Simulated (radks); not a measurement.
Q: The mean radii <r> (bohr) of the occupied orbitals of an atom or ion are listed with their occupations. Method: scalar-relativistic Kohn-Sham, LDA (Slater exchange, VWN5 correlation), spin-polarised, spherical densities, finite nucleus; Fermi nuclear charge, rms radius of each element as measured or else 0.836 A^(1/3) + 0.57 fm; computed with a radial shooting solver on a logarithmic mesh with Libxc functionals.

orbital  occ.      <r>
1s          2  0.02113
2s          2  0.08902
2p          6  0.07864
3s          2   0.2178
3p          6   0.2130

Name the element and its charge. Open shells, if any, are filled with parallel spins first.

A: Z = 66, dysprosium, charge +48: Dy48+ in [Ar]. The 1s radius gives Z: for a bare nucleus <r> = (2 gamma + 1)/(2Z) with gamma = sqrt(1 - (Z/c)^2), 0.02085 bohr for Z = 66, and screening makes it slightly larger (0.02113 here). The occupations add up to 18, and the charge is Z minus that.
